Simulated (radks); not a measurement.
These are the eigenvalues of the occupied orbitals of an atom or ion with whole-number occupations (eV). All-electron calculation, scalar-relativistic Kohn-Sham, r2SCAN, spin-polarised, spherical densities, finite nucleus; meta-GGA in the generalised Kohn-Sham scheme; Fermi nuclear charge, rms radius of each element as measured or else 0.836 A^(1/3) + 0.57 fm. Program: a radial shooting solver on a logarithmic mesh with Libxc functionals.

1s: -30389.92
2s: -4665.748
2p: -4188.693
3s: -945.0422
3p: -788.4327
3d: -549.9037
4s: -182.2137
4p: -134.0571
4d: -63.6925
5s: -39.0378

Which element is it, and in what charge state? The configuration may be excited. Open shells, if any, are filled with parallel spins first.

Answer. Z = 51, antimony, charge +3: Sb3+ in [Kr] 4d10 5s2. The list shows which subshells hold electrons but not how many an open one holds; the 1s level, -1116.8 hartree, gives Z - s = 47.3 by -(Z - s)^2/2, which with screening and relativity narrows Z to a few neighbours, and the depths of the outer levels then fix element, charge and occupations together.
